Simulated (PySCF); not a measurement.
A survey of 29Si NMR shifts

- PBE0/pcSseg-1 with gauge-including orbitals
- GFN2-xTB geometry
- code: PySCF 2.14.0 with density-fitted response routines
- in vacuum, equivalent nuclei averaged, one computed conformer, relativity neglected

Shieldings were converted by a linear fit to measured shifts: 29Si: δ = 279.94 − 0.822σ (rms 8.9 ppm, 72 shifts, 25.8 ppm with the 6 outliers that the fit left out vs TMS, solution or neat liquid). Occasional misses reach two or three times the rms, and more in compound classes unlike the fitted ones.

Give the 29Si shifts of `C=Cc1nc(O[SiH2]N)no1`, `FC(F)=C(F)C[SiH2]N([SiH3])[SiH3]`, `CCC[SiH2][Si@@H](O)S[SiH3]`, `C[Si@H]([SiH3])COCS[SiH3]`, `O=C/C=C(\F)[SiH2]C(F)(F)F`, `C[SiH2]C[Si](N)(N)O[SiH3]`, `O=C=C(C=O)S[SiH2]C=O`.

## Answers


```tsv
compound	environment	δ (ppm)
C=Cc1nc(O[SiH2]N)no1	silicon bonded to N, O, 2 H	-25.0
[F:1][C:2]([F:3])=[C:4]([F:5])[CH2:6][SiH2:7][N:8]([SiH3:9])[SiH3:10]	Si7: silicon bonded to C, N, 2 H	-31.8
[F:1][C:2]([F:3])=[C:4]([F:5])[CH2:6][SiH2:7][N:8]([SiH3:9])[SiH3:10]	Si9/10: silicon bonded to N, 3 H (×2)	-44.8
[CH3:1][CH2:2][CH2:3][SiH2:4][Si@@H:5]([OH:6])[S:7][SiH3:8]	Si5: silicon bonded to O, S, Si, H	0.5
[CH3:1][CH2:2][CH2:3][SiH2:4][Si@@H:5]([OH:6])[S:7][SiH3:8]	Si8: silicon bonded to S, 3 H	-61.7
[CH3:1][CH2:2][CH2:3][SiH2:4][Si@@H:5]([OH:6])[S:7][SiH3:8]	Si4: silicon bonded to C, Si, 2 H	-76.9
[CH3:1][Si@H:2]([SiH3:3])[CH2:4][O:5][CH2:6][S:7][SiH3:8]	Si2: silicon bonded to 2 C, Si, H	-43.6
[CH3:1][Si@H:2]([SiH3:3])[CH2:4][O:5][CH2:6][S:7][SiH3:8]	Si8: silicon bonded to S, 3 H	-53.8
[CH3:1][Si@H:2]([SiH3:3])[CH2:4][O:5][CH2:6][S:7][SiH3:8]	Si3: silicon bonded to Si, 3 H	-101.6
O=C/C=C(\F)[SiH2]C(F)(F)F	silicon bonded to 2 C, 2 H	-55.3
[CH3:1][SiH2:2][CH2:3][Si:4]([NH2:5])([NH2:6])[O:7][SiH3:8]	Si4: silicon bonded to C, 2 N, O	-29.5
[CH3:1][SiH2:2][CH2:3][Si:4]([NH2:5])([NH2:6])[O:7][SiH3:8]	Si2: silicon bonded to 2 C, 2 H	-44.7
[CH3:1][SiH2:2][CH2:3][Si:4]([NH2:5])([NH2:6])[O:7][SiH3:8]	Si8: silicon bonded to O, 3 H	-45.3
O=C=C(C=O)S[SiH2]C=O	silicon bonded to C, S, 2 H	-60.1
```
